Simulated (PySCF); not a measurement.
Mg(NH2)(SMe) (CH5MgNS), SMILES C[S][Mg][NH2]. Atoms are numbered in the order given.

```xyz
9

Mg    -0.4363     0.3552     0.8377
N     -1.5763     1.4212     1.9002
H     -1.3510     2.3212     2.3168
H     -2.5265     1.1964     2.1849
S      0.9488    -0.9351    -0.4604
C      0.5725    -0.3432    -2.1543
H     -0.4775    -0.5187    -2.4309
H      1.2044    -0.9120    -2.8509
H      0.8057     0.7241    -2.2821
```

Geometry: ωB97X-D3(BJ)/def2-SVP. One conformer was computed; it need not be the lowest.

Method: PySCF with ωB97X/def2-TZVPD.

Isolated molecule, no solvent.

```yaml
total_energy: -694.21030 hartree
highest_occupied_level: -8.76 eV
lowest_empty_level: 0.52 eV
orbital_gap: 9.28 eV
dipole_moment: 1.80 D
quadrupole, principal values (traceless, Buckingham form, about the centre of nuclear charge): -9.14, 4.44, 4.70 D·Å
mean_static_polarisability: 69.8 bohr³ (10.34 Å³)
polarisability_principal_values: 59.1, 68.1, 82.2 bohr³
```
